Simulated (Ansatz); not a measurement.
Single points on the cluster Te₄Se⁻.

```yaml
crystal:
  periodic: [false, false, false]
  atoms:
    - {symbol: Se, position_ang: [1.862870, -1.113868, 0.080310]}
    - {symbol: Te, position_ang: [0.590077, -0.281191, -2.276660]}
    - {symbol: Te, position_ang: [-1.815170, 0.281078, -1.299946]}
    - {symbol: Te, position_ang: [-0.010549, -0.769322, 1.736549]}
    - {symbol: Te, position_ang: [-0.627218, 1.883313, 1.759737]}
basis:
  gaussian: {orbitals: def2-TZVPD, initial_orbitals: start.molden}
total_charge: -1
magnetization: {spin_polarized: true, initial_magnetization: 1}
correlation: {method: mp2}
scf: {omitted_lower_state_checks: [starts]}
output: {orbitals: {seedname: orbitals}}
```

The file start.molden holds the orbitals of an earlier run on this structure, at another level or in another basis.

```sh
$ ansatz run in.yaml --threads 4 --pin off --events-out ev --progress --plain --max-ram 4787MiB
```

Output, abridged:

```
Functional definition: HF
2506 factors; integrals over basis functions are off by at most 5.8e-4 eV
mean field evaluation 1: about -94368.0858 eV, gradient 2.1e1 eV
mean field evaluation 2: about -94369.2903 eV, gradient 1.5e0 eV
mean field evaluation 4: about -94369.3509 eV, gradient 1.4e0 eV
mean field evaluation 8: about -94369.4524 eV, gradient 1.0e-1 eV
mean field -94369.45313794 eV, -3468.0134369066 hartree, gradient 3.0e-6 eV, S^2 0.783432; 0 other end points of the search recorded, 0 dependent functions left out
25 core orbitals not correlated: weight in the atoms' cores, before any rotation towards them, 1.000 or more for the frozen orbitals, at most 0.000 for the correlated occupied ones
reference -94369.45313794 eV, -3468.0134369066 hartree; 41, 40 occupied and 227, 228 virtual orbitals, 2506 factors
second order -57.92519599 eV of doubles, -0.00000000 eV of singles
Total energy: -94427.37833394 eV, -3470.1421485963 hartree
Checks for a lower state left out: starts
```

Hardware: 4 threads of Arm Neoverse V1 on a shared host. Wall time 54 s, peak host memory 1.8 GiB.

Geometry: PBE-D4/def2-SVPD.

In the def2 sets Te takes a core potential; there is no spin–orbit coupling. Correlated methods freeze 25 core orbitals; core or outer-core shells of Se, Te are correlated, in sets that lack core-valence functions. Another isomer (doublet) lies 0.05 eV lower at PBE0-D4/def2-TZVPD; other spin states weren't run for this one.
